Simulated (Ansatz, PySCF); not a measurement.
Gas-phase reaction (SMILES): CCl (CH3Cl) → [CH3] (CH3) + Cl atom; the C-Cl bond at the site shown breaks (other sites are not compared here).

Structures are relaxed separately at B3LYP-D3(BJ)/def2-TZVP in Ansatz (a program for electronic structure). Valence correlation only, unless marked. Open shells are spin-unrestricted. No spin-orbit coupling. No relativistic terms. Basis-set limits of correlation are two-point, X^-3; Hartree-Fock from the larger set. Thermal terms are rigid-rotor harmonic-oscillator values from B3LYP-D3(BJ) frequencies (PySCF) at 298.15 K and 1 atm. 1 Eh = 627.5095 kcal/mol. Atoms have translation alone.

```
species      E, CCSD(T)/CBS(def2-TZVPPD,def2-QZVPPD) (Ansatz) (Eh)  E, PBE/def2-TZVPD (Ansatz) (Eh)  H - E (Eh)
-----------  -----------------------------------------------------  -------------------------------  ----------
CCl (CH3Cl)                                             -499.62661                       -499.89123     0.04161
[CH3] (CH3)                                              -39.77884                        -39.78820     0.03371
Cl atom                                                 -459.70778                       -459.95933     0.00236
```

Problem. Work out ΔE and ΔH at 298.15 K at the first level, then ΔH at the second.

Solution. 
1. ΔE = [(-39.77884) + (-459.70778)] - [(-499.62661)] = 0.13999 Eh = 87.8 kcal/mol at CCSD(T)/CBS(def2-TZVPPD,def2-QZVPPD).
2. The terms H - E add up to -0.00554 Eh, so ΔH = (0.13999 + (-0.00554))×627.5095 = 84.4 kcal/mol.
3. At PBE/def2-TZVPD the same steps give ΔE = 90.2 and ΔH = 86.7 kcal/mol, a shift of +2.3 from the first level.
4. Tabulated enthalpies of formation (CCl (CH3Cl) -19.7 kcal/mol, ATcT 1.112; [CH3] (CH3) 35.0 kcal/mol, ATcT 1.112; Cl atom 29.0 kcal/mol, ATcT 1.112) give ΔH = 83.7, so the errors are +0.7 and +3.0 kcal/mol; the tables hold anharmonic motion, scalar relativity, spin-orbit effects, which both levels lack, and core correlation, which the frozen-core level lacks.
